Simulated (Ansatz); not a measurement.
A run for Ansatz (an electronic-structure program): R-BLYP/def2-TZVPP on H4P2 (SMILES PP), a point of a torsion scan.

Ansatz 0.2 input:
```yaml
crystal:
  periodic: [false, false, false]
  atoms:
    - {symbol: P, position_ang: [-1.07582797, -0.28185986, -0.58176944]}
    - {symbol: P, position_ang: [1.10726717, -0.04614766, -0.59461615]}
    - {symbol: H, position_ang: [-1.39395774, 1.04054428, -0.28299641]}
    - {symbol: H, position_ang: [-1.17758096, -0.66118968, 0.75240907]}
    - {symbol: H, position_ang: [1.29615522, -0.07972451, 0.78463155]}
    - {symbol: H, position_ang: [1.10781927, 1.34463020, -0.61216435]}
basis:
  gaussian:
    orbitals: def2-TZVPP
hamiltonian:
  xc: {name: BLYP}
scf: {lower_state_search: off}
```

**Question.** What total energy does the run end on?

**Answer.** -685.0988 hartree.
